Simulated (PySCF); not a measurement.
Structure problem from calculated spectra and properties.

Formula: C6H14SSi.

* UV, strongest line: among the 10 lowest singlet transitions: S3 at 6.22 eV (199 nm, f = 0.033) [TDDFT PBE0/def2-SVPD]
* UV, first state: lowest singlet excitation: 5.35 eV (232 nm, f = 0.001) [TDDFT PBE0/def2-SVPD]
* Polarisability: 119.8 au [PBE0/def2-SVPD]
* NMR, other nuclei: isotropic shieldings of nuclei other than C and H, by class: 432 (1 Si), 445 (1 S) ppm [GIAO KT2/pcSseg-1]
* Valence photoelectron: vertical ionisation energy: 8.23 eV [ΔSCF PBE0/def2-SVPD]
* Triplet: lowest triplet excitation (Tamm–Dancoff): 4.91 eV [TDA PBE0/def2-SVPD]
* 1H NMR: chemical shifts (computed TMS as zero) by class: 3.93 (3 H), 2.87 (1 H), 2.62 (1 H), 2.43 (1 H), 2.04 (1 H), 1.86 (1 H), 1.79 (1 H), 1.39 (1 H), 1.24 (1 H), 1.11 (1 H), 1.05 (1 H), 0.82 (1 H) ppm [GIAO KT2/pcSseg-1]
* Rotational structure: rotational constants A, B, C: 2.680, 0.807, 0.657 GHz [PBE0-D3(BJ)/def2-SVP]
* 13C NMR: chemical shifts (computed TMS as zero) by class: 48.6 (1 C), 39.2 (1 C), 37.6 (1 C), 31.3 (1 C), 30.7 (1 C), 17.6 (1 C) ppm [GIAO KT2/pcSseg-1]
* Dipole: 1.65 D [PBE0/def2-SVPD]

Gas-phase values; electronic properties from PySCF, density fitting. Levels stand in brackets. Geometry: PBE0-D3(BJ)/def2-SVP, one conformer, isolated molecule. NMR values are class means; diastereotopic atoms form classes of their own.

Question: What is the compound? Reason from the data.

Answer: Numbering: `[SiH3:1][CH2:2][C@@H:3]1[CH2:4][CH2:5][CH2:6][CH2:7][S:8]1`. Its formula, C6H14SSi, gives 1 degree of unsaturation: 1 ring and 0 π bonds in the structure found. 6 carbons fall into 6 classes; from least to most shielded: ring sp3 carbon bound to sulfur [C3] (48.6 ppm), ring CH2 carbon [C4] (39.2 ppm), ring sp3 carbon bound to sulfur [C7] (37.6 ppm), ring CH2 carbon [C5] (31.3 ppm), ring CH2 carbon [C6] (30.7 ppm), chain sp3 carbon bound to silicon [C2] (17.6 ppm). Hydrogen classes from least to most shielded: 3 H on an SiH3 silicon, Si1 (3.93 ppm), 1 H on an sp3 carbon bound to sulfur, C7 (2.87 ppm), 1 H on an sp3 carbon bound to sulfur, C3 (2.62 ppm), 1 H on an sp3 carbon bound to sulfur, C7 (2.43 ppm), 1 H on a ring CH2 carbon, C4 (2.04 ppm), 1 H on a ring CH2 carbon, C5 (1.86 ppm), 1 H on a ring CH2 carbon, C6 (1.79 ppm), 1 H on a ring CH2 carbon, C6 (1.39 ppm), 1 H on a ring CH2 carbon, C5 (1.24 ppm), 1 H on an sp3 carbon bound to silicon, C2 (1.11 ppm), 1 H on a ring CH2 carbon, C4 (1.05 ppm), 1 H on an sp3 carbon bound to silicon, C2 (0.82 ppm). The other shieldings belong to: 432 ppm, SiH3 silicon [Si1]; 445 ppm, sulfide sulfur [S8]. The first electron is taken from the HOMO, whose largest Löwdin shares are 0.68 on the sulfide sulfur and 0.09 on each of 2 atoms of one kind (sp3 carbon bound to sulfur). The optimised geometry has point group C1 and is an asymmetric top. Structure: `[SiH3]C[C@@H]1CCCCS1`. The assignments are read from this structure; whether some other isomer fits the data as well wasn't checked. The mirror image fits equally.
